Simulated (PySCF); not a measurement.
SMILES CB(C)[N](C)[GeH3] (GFN2-xTB optimised geometry):

```
18

Ge    -2.025     0.070     0.000
N     -0.177     0.070     0.000
C      0.491    -0.725    -1.025
B      0.586     0.801     0.925
C     -0.156     1.652     2.038
C      2.173     0.794     0.844
H     -2.572    -0.667     1.190
H     -2.436    -0.642    -1.257
H     -2.558     1.470     0.000
H      1.146    -1.470    -0.570
H     -0.242    -1.247    -1.644
H      1.099    -0.092    -1.675
H      0.421     1.735     2.957
H     -1.134     1.241     2.298
H     -0.321     2.669     1.681
H      2.531     1.098    -0.139
H      2.572    -0.205     1.017
H      2.632     1.455     1.576
```

Method: PySCF with PBE0/def2-SVP.

**Question.** What are the frontier orbital energies and the dipole moment?

**Answer.** HOMO-2 -9.28 eV, HOMO-1 -8.10 eV, HOMO -7.20 eV, LUMO 0.86 eV, LUMO+1 0.99 eV; dipole moment 1.02 D.

On the same geometry PBE/def2-SVP (PySCF) gives HOMO-2 -7.80 eV, HOMO-1 -6.69 eV, HOMO -5.89 eV, LUMO -0.10 eV, LUMO+1 0.12 eV; dipole moment 1.03 D.

Meta-Löwdin charges at PBE0/def2-SVP: Ge1 0.49, N2 -0.36, C3 -0.19, B4 0.18, C5 -0.42, C6 -0.43, H7 -0.08, H8 -0.07, H9 -0.07, H10 0.10, H11 0.10, H12 0.10, H13 0.11, H14 0.10, H15 0.12, H16 0.11, H17 0.11, H18 0.10.
